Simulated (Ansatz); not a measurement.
Coupled-cluster diagnostics for the cluster Na2Pb⁻, Ansatz.

Geometry of the doublet (PBE0-D4/def2-TZVPD):

```tsv
atom	x (Å)	y (Å)	z (Å)
Na1	1.383	1.146	-1.141
Na2	-0.187	-0.596	2.033
Pb3	-1.195	-0.550	-0.893
```

In the def2 sets Pb takes a core potential; there is no spin–orbit coupling. Correlated methods freeze 6 core orbitals; core or outer-core shells of Na, Pb are correlated, in sets that lack core-valence functions. The structure comes from a short search, and lower isomers may exist.

Task: Estimate the CCSD(T) correlation energy, the shares of MP2 and (T), T1 and the reference's ⟨S²⟩ for: charge -1, doublet, own geometry in def2-TZVPPD; and the rough time on 4 threads of Intel Xeon Platinum 8488C on a shared host.

Result: 
```tsv
state	basis	correlation (eV)	MP2 share (%)	(T) share (%)	T1	⟨S²⟩ (pure)	wall time	remarks
charge -1, doublet, own geometry	def2-TZVPPD	-19.667	98.6	2.3	0.053	2.45 (0.75)	16 s	large T1, spin-contaminated
```
Customary marks for T1 are 0.02 (closed shells), 0.045 (open shells) and about 0.05 (3d metals). T1 exceeds 0.02 in 1 of 1 rows and 0.045 in 1; the higher it lies, the less the single-reference result can be trusted.
